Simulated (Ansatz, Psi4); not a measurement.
**CH5AlOSi (SMILES [CH2]1O[SiH2][AlH]1): the vertical energy of the triplet above the singlet from total energies**

The species is CH5AlOSi (9 atoms), meant as a singlet with charge 0. SMILES: `[CH2]1O[SiH2][AlH]1`. Geometry: relaxed at PBE0-D4/def2-TZVP.

```xyz
9

C    -0.3099    1.0225   -0.6535
O     0.6211   -0.0213   -1.0229
Si    0.7678   -1.2239    0.1358
Al   -0.8588    0.2793    1.1211
H    -1.0902    1.0976   -1.4201
H     0.2133    1.9860   -0.6430
H     2.1777   -1.3383    0.6150
H     0.4224   -2.5606   -0.4333
H    -1.8551    0.7124    2.2837
```

Both states at this one shape; open shells run unrestricted unless said. 1 Eh = 27.2114 eV.

```tsv
level	program	singlet CH5AlOSi (Eh)	triplet CH5AlOSi (Eh)
PBE/def2-SVP	Ansatz	-647.547507	-647.438993
B2PLYP/def2-SVP (density fitting for correlation), 12 core orbitals frozen	Psi4	-647.607754	-647.486937
RPA@PBE0/def2-SVP, 12 core orbitals frozen	Ansatz	-646.917259	-646.799308
```

**Question.** Work out the vertical gap, second state less first, at each level.

**Answer.** 
1. PBE/def2-SVP: -647.438993 − (-647.547507) = 0.108514 Eh = 2.95 eV.
2. B2PLYP/def2-SVP (density fitting for correlation): -647.486937 − (-647.607754) = 0.120817 Eh = 3.29 eV.
3. RPA@PBE0/def2-SVP: -646.799308 − (-646.917259) = 0.117951 Eh = 3.21 eV.

No measured value is set beside it here; the levels span 2.95 to 3.29 eV.
